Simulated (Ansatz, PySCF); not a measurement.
Potential energy curve for CH (cation, charge +1), singlet. Each curve is given relative to its own lowest point near equilibrium.

```csv
R / Å,A,B,C
0.86,1.797,2.996,2.115
0.91,1.065,1.920,1.304
0.95,0.652,1.282,0.838
1.02,0.209,0.533,0.316
1.06,0.077,0.272,0.145
1.09,0.023,0.139,0.064
1.14,0.000,0.020,0.000
1.18,0.030,0.000,0.000
1.19,0.044,0.004,0.006
1.28,0.238,0.171,0.140
1.33,0.390,0.344,0.261
1.42,0.708,0.752,0.526
1.54,1.172,1.414,0.928
1.73,1.897,2.359,1.568
1.88,2.411,2.767,2.026
2.05,2.908,3.044,2.476
2.30,—,3.298,2.980
2.48,—,3.400,3.187
2.85,—,3.496,3.389
3.09,—,3.519,3.458
3.45,—,3.532,3.509
3.97,—,3.536,3.507
4.50,—,3.536,3.461
```

Energies in eV.

### Question
Which curve belongs to which method? The methods are CCSD on RHF/cc-pVTZ, frozen core run with Ansatz (a first-principles code); unrestricted Hartree-Fock/STO-3G run with PySCF; unrestricted LDA (SVWN5)/6-31G*, spherical d in PySCF.

### Answer
A is RCCSD; B is UHF/STO-3G; C is UKS-LDA (SVWN5)/6-31G*.

A dash means that the run gave no value there, or that the column was ended at a point which the program doubted or which failed a test of continuity chosen for this set; such a test can also cut sound points.

The unrestricted determinant behind UKS-LDA (SVWN5)/6-31G*, UHF/STO-3G is spin-contaminated at 0.86 to 4.50 Å (<S²> up to 1.0, against 0.00 for a pure singlet). The T1 diagnostic of CCSD on the restricted reference of RCCSD exceeds 0.045 at 2.30 to 4.50 Å.
